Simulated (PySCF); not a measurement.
**Peak assignment**

Bonds (- single, = double, # triple, : aromatic): F1-C2 1.342 Å, C2=C3 1.344 Å, C3-P4 1.803 Å, P4-C5 1.824 Å, C5-F6 1.339 Å, C5=C7 1.347 Å, C7-Si8 1.889 Å, C7-C2 1.444 Å. C3 carries H9; P4 carries H10; Si8 carries H11, H12, H13.

- structure optimised with GFN2-xTB
- GIAO PBE0/pcSseg-1 shieldings
- run in PySCF
- non-relativistic Hamiltonian, equivalent nuclei averaged, no solvent, single conformer

Chemical shifts δ = σref − σ; TMS for $^{13}$C (σref 186.93), $^{1}$H (σref 31.72), all at this level.

Q: Assign these signals to the numbered atoms. $^{13}$C{$^{1}$H} NMR (computed): δ 197.1 (C), 174.2 (C), 122.6 (C), 95.1 (CH).

A: 
| δ (ppm) | atoms | environment | reason |
| --- | --- | --- | --- |
| 197.1 | C5 | unsaturated ring carbon | – |
| 174.2 | C2 | unsaturated ring carbon | – |
| 122.6 | C7 | unsaturated ring carbon | – |
| 95.1 | C3 | unsaturated ring CH | – |

Q: Assign these signals to the numbered atoms. $^{1}$H NMR (600 MHz, computed): δ 5.26 (m, 1H), 5.23 (m, 1H), 4.35 (s, 3H).

A: 
| δ (ppm) | atoms | environment | reason |
| --- | --- | --- | --- |
| 5.26 | H10 | hydrogen on a ring phosphorus | – |
| 5.23 | H9 | hydrogen on a unsaturated ring CH | – |
| 4.35 | H11/H12/H13 | hydrogen on a silicon bonded to C | – |

H10 and H9 lie closer than the usual error of such a calculation, so a measured spectrum could show them in the other order.

Splittings by $^{19}$F and $^{31}$P in the carbon and heteronuclear signals aren't shown, as no couplings were computed. Shifts are as computed. Against solution values, carbons near 30 ppm lie about +3 ppm off and those near 130 ppm about +5 ppm. Of 1211 compounds with measured shifts, 218 miss one by over three times the rms of a fit or turn the order of signals round; such compounds aren't used in these exercises. No couplings were computed; multiplicities are counted from neighbouring protons, with m where these are inequivalent, close in shift, in a saturated or five-membered ring or joined by F or P, and br s for small geminal =CH2 splittings.
